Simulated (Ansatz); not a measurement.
`C[O][Sn][CH3]` + H–F → `[CH3][Sn][F]` + CH₃OH at 600 K and 1 bar (ligand exchange at the Sn–O bond).

Program: Ansatz. Geometries: PBE0-D4/def2-TZVP. ΔE: electronic, gas phase. CCSD(T)/CBS is the MP2 limit (def2-TZVPP, def2-QZVPP) plus CCSD(T) − MP2 in def2-TZVPP, frozen cores. This one scheme is used for every species. Elements past krypton have def2 core potentials. For Sn outer-core shells are correlated without core-valence functions, which leaves a few kJ/mol of doubt a bond. One conformer a species, not always the lowest.

```csv
species,CCSD(T)/CBS energy (Eh),H − E (kJ/mol),S (J/(mol·K))
`C[O][Sn][CH3]`,-368.91992,256.3,435.5
H–F,-100.39570,42.3,194.0
`[CH3][Sn][F]`,-353.71142,134.9,370.6
CH₃OH,-115.61712,163.6,277.3
```

H − E and S are ideal-gas, rigid-rotor, harmonic terms from PBE0-D4/def2-TZVP, for one conformer and one mirror image of each species. 1 Eh = 2625.50 kJ/mol, R = 8.31446 J/(mol·K).

Q: By hand: ΔE, ΔH, ΔS and ΔG.

A: ΔE = (-353.71142) + (-115.61712) − (-368.91992) − (-100.39570) = -0.01292 Eh = -33.9 kJ/mol. Δ(H − E) = 134.9 + 163.6 − 256.3 − 42.3 = -0.1, so ΔH = -34.0 kJ/mol. ΔS = 370.6 + 277.3 − 435.5 − 194.0 = 18.4 J/(mol·K). ΔG = -34.0 − 600 × (18.4)/1000 = -45.0 kJ/mol.

Q: By hand: the equilibrium constant, and the temperature at which ΔG would vanish if ΔH and ΔS stayed fixed.

A: log₁₀ K = −ΔG/(RT ln 10) = 3.9. ΔH and −TΔS have one sign here, so there is no such temperature.

ΔH outweighs TΔS. A doubt of 5 kJ/mol in ΔE shifts log₁₀ K by 0.4 here. Other conformers and mirror images would add mixing entropy, several J/(mol·K) or more a flexible species. Modes under 60 cm⁻¹, often nearly free rotors, make the harmonic entropy too high. These are equilibria of isolated gas molecules and say nothing of rates. Largest T1 diagnostic: 0.017 (customary marks: 0.02 for closed shells, 0.045 for open ones).
